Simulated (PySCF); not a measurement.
## Ho³⁺ (holmium, charge +3) across methods

[Xe] 4f10, one real determinant. Computed with PySCF 2.14 in x2c-TZVPPall with one added diffuse shell each of s, p, d, f type (12s8p8d5f2g, 129 functions), with the spin-free X2C one-electron Hamiltonian (Gaussian nucleus).

| method | E (hartree) | mean ε 5p β (eV) | mean ε 4f α (eV) | mean ε 4f β (eV) | Σ⟨r²⟩ (bohr²) | ⟨S²⟩ |
| --- | --- | --- | --- | --- | --- | --- |
| PBE0 | -12614.18 | -55.704 | -39.784 | -36.790 | 33.61 | 6.002 |
| PBE | -12614.31 | -53.783 | -36.463 | -33.892 | 33.72 | 6.002 |
| r2SCAN | -12614.55 | -54.427 | -36.648 | -34.064 | 33.59 | 6.003 |
| LDA | -12605.54 | -54.099 | -36.806 | -33.936 | 33.71 | 6.002 |

(1) Estimate the same row for UHF.

⟨L²⟩ = 34.01 against 42 for a pure I term, so this real determinant mixes terms. Spin-orbit coupling, absent here, splits the open shell strongly.

Answers

(1) E (hartree) = -12610.05556; mean ε 5p β (eV) = -60.097; mean ε 4f α (eV) = -48.931; mean ε 4f β (eV) = -44.521; Σ⟨r²⟩ (bohr²) = 33.52; ⟨S²⟩ = 6.004.
